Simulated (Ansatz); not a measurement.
Reactions of `CN(C)[Si](Cl)(Cl)N(C)C`.

Gas-phase electronic energies from Ansatz, PBE0-D4/def2-TZVP geometries. CCSD(T)/CBS adds triple-zeta CCSD(T) − MP2 to the extrapolated MP2 energy (def2 sets, frozen cores). This one scheme is used for every species, atoms too. For atomizations the MP2-based limit and the directly extrapolated one differ by several kJ/mol either way, and by 10 to 25 for some Ge, Se and Sn compounds, so smaller differences from it don't rank the levels. Functionals use def2-TZVPP. Open shells (•) are unrestricted, without spin–orbit coupling. Spin–orbit coupling would lower the free atoms: a little for C, Cl, Si. One conformer a species, not always the lowest.

| reaction | CCSD/CBS(def2) (eV) | PBE-D4 (eV) | PBE0-D4 (eV) | CCSD(T)/CBS(def2) (eV) |
| --- | --- | --- | --- | --- |
| `CN(C)[Si](Cl)(Cl)N(C)C` + dimethylamine → `CN(C)[Si](Cl)(N(C)C)N(C)C` + HCl | 0.48 | 0.49 | 0.48 | 0.45 |
| `CN(C)[Si](Cl)(Cl)N(C)C` → Cl₂ + `CN(C)[Si]N(C)C` | 5.53 | 5.17 | 5.52 | 5.50 |
| `CN(C)[Si](Cl)(Cl)N(C)C` + CH₃OH → `CO[Si](Cl)(Cl)N(C)C` + dimethylamine | -0.42 | -0.34 | -0.35 | -0.39 |
| `CN(C)[Si](Cl)(Cl)N(C)C` → 4 C• + 2 Cl• + 12 H• + 2 N• + Si• | 81.36 | 84.24 | 83.05 | 82.59 |

Largest T1 diagnostic: 0.013, for `CN(C)[Si]N(C)C`.
